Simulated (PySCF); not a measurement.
Cl₅W (SMILES [Cl][W]([Cl])([Cl])([Cl])[Cl]), doublet, geometry from GFN2-xTB (such geometries of metal compounds can be far from the true shape) (core potentials on W). Base run: DF-PBE/def2-SVP in PySCF.

PySCF was given this input:
```python
from pyscf import gto, scf, dft

mol = gto.Mole()
mol.atom = '''
    W    -0.000000    0.000000   -0.000000
    Cl    1.845527   -0.408177   -1.167973
    Cl    0.962335   -0.981487    1.863601
    Cl   -0.962335    0.981487   -1.863601
    Cl   -1.635958   -1.502506    0.053472
    Cl   -0.209570    1.910682    1.114501
'''
mol.basis = 'def2-svp'
mol.ecp = {'W': 'def2-svp'}
mol.charge = 0
mol.spin = 1
mol.verbose = 4
mol.build()

mf = dft.UKS(mol)
mf.xc = 'pbe'
mf = mf.density_fit(auxbasis='def2-universal-jkfit')
mf.kernel()
```

Each row names what was changed in the base input (with any setting that the change needs).

| change | basis functions | E (Eh) | HOMO (eV) | dipole (D) | core-seconds (rough) | outcome |
|---|---|---|---|---|---|---|
| base | 122 | -2366.69169 | -5.21 | 0.38 | 40 | converged |
| basis = LANL2DZ | 62 | - | - | - | - | not converged |
| basis = def2-SV(P) | 115 | - | - | - | - | not converged |
| basis = def2-SVPD | ? | ? | ? | ? | 60 | converged |
| basis = def2-TZVP | 225 | -2367.50812 | -5.31 | 0.46 | 90 | converged |

Problem. Some entries are withheld; supply them.

Solution. 
- basis = def2-SVPD, basis functions: 170
- basis = def2-SVPD, E (Eh): -2366.72149
- basis = def2-SVPD, HOMO (eV): -5.51
- basis = def2-SVPD, dipole (D): 0.47

Totals compare only among sets that treat the same electrons; sets with core potentials leave the core out.

Open shells are given as the SCF converged; they aren't shown to be the lowest states, and a large step between rows can be another state.
